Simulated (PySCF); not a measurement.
# Shifts of the heteroatoms

Atoms are numbered as in `[CH3:1][O:2][Si:3]([OH:4])(/[CH:5]=[CH:6]\[F:7])[O:8][CH3:9]`. Hydrogens are named by the atom that carries them.

Level of theory: σ from GIAO-PBE0/pcSseg-1, coordinates at the GFN2-xTB level, in PySCF 2.14 (gas phase, no relativistic terms, single conformer, fast rotation and ring inversion assumed for equivalent nuclei).

**Question.** Where does ¹⁹F resonate?

**Answer.** 
```json
{"atoms": "F7", "environment": "vinylic fluorine", "σ (ppm)": "272.5", "δ (ppm)": "-99.9"}
```

Shieldings were converted by a linear fit to measured shifts: ¹⁹F (scatter 6.0 ppm rms, 7.0 ppm with the 5 outliers that the fit left out vs CFCl3, solution or neat liquid, with a term for F on sp3 carbon). Occasional misses reach two or three times the rms, and more in compound classes unlike the fitted ones.

On a 600 MHz spectrometer ¹⁹F resonates near 564.6 MHz, so 1 ppm is 564.6 Hz.

**Question.** Predict the ²⁹Si NMR data.

**Answer.** 
| atoms | environment | σ (ppm) | δ (ppm) |
| --- | --- | --- | --- |
| Si3 | silicon bonded to C, 3 O | 414.4 | -60.6 |

Shieldings were converted by a linear fit to measured shifts: ²⁹Si: δ = 279.94 − 0.822σ (rms 8.9 ppm, 72 shifts, 25.8 ppm with the 6 outliers that the fit left out vs TMS, solution or neat liquid). Occasional misses reach two or three times the rms, and more in compound classes unlike the fitted ones.

On a 300 MHz spectrometer ²⁹Si resonates near 59.6 MHz, so 1 ppm is 59.6 Hz.

**Question.** Predict the ¹⁷O NMR data.

**Answer.** 
```tsv
atoms	environment	σ (ppm)	δ (ppm)
O4	oxygen bonded to Si, H	275.1	16.1
O2/O8	oxygen bonded to C, Si	304.7	-10.8
```

Shieldings were converted by a linear fit to measured shifts: ¹⁷O (scatter 10.7 ppm rms, 12.2 ppm with the 3 outliers that the fit left out vs liquid water, solution or neat liquid). A few per cent of atoms miss by over 2 rms, more outside the fitted compound classes.

On a 300 MHz spectrometer ¹⁷O resonates near 40.7 MHz, so 1 ppm is 40.7 Hz.
